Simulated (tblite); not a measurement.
Species: ethylchlorosilane, C2H7ClSi.
Atom-mapped SMILES: `[CH3:1][CH2:2][SiH2:3][Cl:4]` (hydrogens: H5, H6, H7 on C1; H8, H9 on C2; H10, H11 on Si3)

Structure used (GFN2-xTB), in Å, numbered top down from 1:
```
atom  x, y, z in Å
C1    -1.406    0.078    0.400
C2    -0.240   -0.528   -0.375
Si3    1.409    0.360   -0.047
Cl4    2.854   -0.545   -1.132
H5    -1.545    1.122    0.130
H6    -1.225    0.028    1.471
H7    -2.330   -0.456    0.186
H8    -0.152   -1.585   -0.113
H9    -0.473   -0.497   -1.442
H10    1.778    0.267    1.364
H11    1.337    1.758   -0.468
```

Computed with GFN2-xTB (tblite): harmonic, unscaled wavenumbers at the GFN2-xTB geometry, gas phase. Against measured fundamentals such values can be off by several per cent, at times by over 20. Modes of hydrogen on silicon can be 10 to 20 % off. One conformer, not necessarily the lowest.

Harmonic wavenumbers (cm⁻¹): 59.1, 131.1, 222.4, 271.4, 460.3, 507.9, 569.9, 700.9, 718.3, 740.6, 784.1, 983.5, 1024.1, 1077.9, 1236.8, 1291.5, 1421.3, 1476.4, 1510.6, 1512.4, 2250.9, 2274.5, 2959.4, 2975.0, 3020.8, 3032.5, 3039.6.

A = 14323, B = 1899, C = 1747 MHz; mass 94.001 u (most abundant isotopes); point group Cs, symmetry number 1.

Q: Zero-point energy?

A: ½Σν̃ = 18127 cm⁻¹ = 51.83 kcal/mol.

Q: What is S at 200 K and 1 bar for an ideal gas of classical rigid rotors and harmonic oscillators?

A: Translation 37.58, rotation 25.13, vibration 9.11: S = 71.8 cal/(mol K).

Q: And Cp and H(200 K) − H(0)?

A: Cp = 18.38 cal/(mol K), of which vibrations give 10.43 (their classical limit is 27 R = 53.7); H(200 K) − H(0) = 2.60 kcal/mol without the zero-point energy, 1.01 from vibrations.

Q: Blend soft modes into free rotors: weight 1/[1 + (100 cm⁻¹/ν̃)⁴] for the oscillator and the rest for a rotor with moment μB/(μ + B), μ = h/(8π²ν), B = 10⁻⁴⁴ kg m². What vibrational entropy results?

A: 8.50 cal/(mol K) in place of 9.11, which changes −T·S at 200 K by +0.12 kcal/mol.

Q: What must be added to the electronic energy to get the Gibbs energy at 200 K and 1 bar?

A: ZPE + [H(200 K) − H(0)] − T·S = 51.83 + 2.60 − 14.36 = 40.07 kcal/mol.

Q: Which modes carry the vibrational entropy at 200 K?

A: 59.1 cm⁻¹: 3.70; 131.1 cm⁻¹: 2.18; 222.4 cm⁻¹: 1.25; 271.4 cm⁻¹: 0.95; 460.3 cm⁻¹: 0.32; 507.9 cm⁻¹: 0.25 cal/(mol K); the other 21 give 0.47 together.

Hindered rotation and anharmonicity are outside this model. Other conformers, if any are populated, would add a mixing term that is left out.
